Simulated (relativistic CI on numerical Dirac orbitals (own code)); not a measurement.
## Ti²⁺ in a cubic cluster: L2,3 absorption with charge transfer

Computed with a charge-transfer multiplet model of a cubic metal-ligand cluster with up to one ligand hole, Slater and spin-orbit integrals from Dirac-Coulomb-Breit ions, Slater integrals scaled by 0.8. The ground state mixes d2 with configurations of k ligand holes L, whose averages lie at kΔ + k(k − 1)U_dd/2; a core hole lowers each added d electron by U_cd. 20 K, Lorentzian 0.4 eV and Gaussian 0.3 eV FWHM.

Atomic integrals in eV (Slater integrals scaled, ζ unscaled), ground: F2dd 6.578, F4dd 4.090, zeta_d 0.013; with the core hole: F2dd 7.324, F4dd 4.560, zeta_d 0.022, zeta_core 3.746, F2cd 3.920, G1cd 2.783, G3cd 1.577.

Cluster parameters (eV): Δ = 7.8, U_dd = 5.7, U_cd = 7.1, 10Dq = 0.7, 10Dq(ligand) = 0.4, final-state hopping factor = 0.8.

| Case | n_d | d2 | d3L | S |
| --- | --- | --- | --- | --- |
| V(eg) = 2.75 eV, V(t2g) = -1.25 eV | 2.23 | 0.77 | 0.23 | 1.00 |
| V(eg) = 3.05 eV, V(t2g) = -1.39 eV | 2.25 | 0.75 | 0.25 | 1.00 |
| V(eg) = 3.65 eV, V(t2g) = -1.66 eV | 2.28 | 0.72 | 0.28 | 1.00 |

Weights, n_d and S are thermal averages at 20 K. Photon energies count from the first peak over 30 % of the highest in each spectrum, which can be another peak from case to case. The parameters are a model scan and need not match a compound or its usual spin state. Peaks in eV (height, largest 100):
- V(eg) = 2.75 eV, V(t2g) = -1.25 eV: -2.7 (8), 0.0 (100), 2.6 (24), 4.9 (45), 5.7 (46), 6.3 (52)
- V(eg) = 3.05 eV, V(t2g) = -1.39 eV: -2.7 (8), 0.0 (100), 2.6 (25), 4.9 (47), 5.7 (47), 6.3 (52)
- V(eg) = 3.65 eV, V(t2g) = -1.66 eV: -2.8 (9), 0.0 (100), 2.5 (27), 4.9 (50), 5.7 (50), 6.3 (52)

For the case V(eg) = 3.05 eV, V(t2g) = -1.39 eV, Δ = 7.8 eV is larger than U_dd = 5.7 eV, the Mott-Hubbard side of the Zaanen-Sawatzky-Allen scheme. With the core hole the configuration with one ligand hole lies at Δ + U_dd − U_cd = 6.4 eV above the one without, against Δ in the ground state. The added d electron screens the hole, so the order of the configurations is kept and charge-transfer satellites are weaker than in photoemission.

With at most 1 ligand hole the space is cut while the next configuration still counts, so covalency is underestimated, and a final configuration with one more ligand hole, which can lie low, is missing from the spectra.
